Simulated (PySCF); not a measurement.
A structure optimised at PBE-D3(BJ)/def2-SVP, used in a PySCF frequency run:

```
O
C 1 1.4451
H 2 1.1197 1 112.60
Si 1 1.6999 2 120.23 3 0.00
N 4 1.7235 1 112.23 2 180.00
H 5 1.0228 4 119.33 1 -70.51
H 5 1.0228 6 110.53 4 -144.15
H 4 1.5043 1 108.23 2 -60.30
H 4 1.5043 8 111.18 1 -118.75
Si 2 1.9110 3 107.42 1 118.06
H 10 1.5029 2 109.47 3 177.50
H 10 1.5046 11 109.06 2 -119.45
H 10 1.5071 11 109.14 12 -119.38
Si 2 1.9110 3 107.42 1 -118.06
H 14 1.5029 2 109.47 3 -177.50
H 14 1.5046 15 109.06 2 119.45
H 14 1.5071 15 109.14 16 119.38
```
Charge 0, spin multiplicity 1.

Question: Write its SMILES, formula and point group.

Answer: N[SiH2]OC([SiH3])[SiH3], CH11NOSi3, Cs

Question: What are its rotational constants (standard atomic weights)?

Answer: 2.4475, 0.96413, 0.75278 GHz
